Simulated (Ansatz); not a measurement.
CH$_{6}$NO$_{3}$Ta (`C[N]=[Ta]([OH])([OH])[OH]`). Total charge 0; spin multiplicity 1. Ta: def2 effective core potential.

```
atom    x (Å)    y (Å)    z (Å)
  C1   0.7887   0.4454   1.8607
  N2   0.2487   0.1404   0.5863
 Ta3  -0.4253  -0.2402  -1.0035
  O4   0.9193   0.0392  -2.3422
  O5  -0.9912  -2.0724  -1.0264
  O6  -1.9254   0.9052  -1.3434
  H7   1.8303   0.7794   1.7848
  H8   0.7709  -0.4285   2.5227
  H9   0.2225   1.2439   2.3549
 H10   1.8248   0.3324  -2.2529
 H11  -0.9528  -2.7366  -0.3399
 H12  -2.3104   1.5918  -0.8009
```

List the harmonic frequencies (cm⁻¹, unscaled) at PBE0-D4/def2-TZVP in Ansatz. (An estimate is asked.)

The calculation gave: 41, 120, 120, 194, 194, 197, 272, 272, 325, 362, 363, 545, 545, 553, 622, 697, 697, 700, 1117, 1117, 1394, 1444, 1478, 1478, 3002, 3062, 3062, 3949, 3949, 3953.

Is this a minimum?

Yes, all 30 modes are real.

Give the ideal-gas thermochemistry at 298.15 K and 1 bar (rigid rotor, harmonic oscillator; point group C3v, symmetry number 3).

Zero-point energy 214.3 kJ/mol; H(298) − E = 242.8 kJ/mol; entropy 403.1 J/(mol·K), of which translation 178.3, rotation 108.6, vibration 116.2; G(298) − E = 122.6 kJ/mol. Modes under 100 cm⁻¹ are hindered rotations or soft bends, so the harmonic entropy is rough.
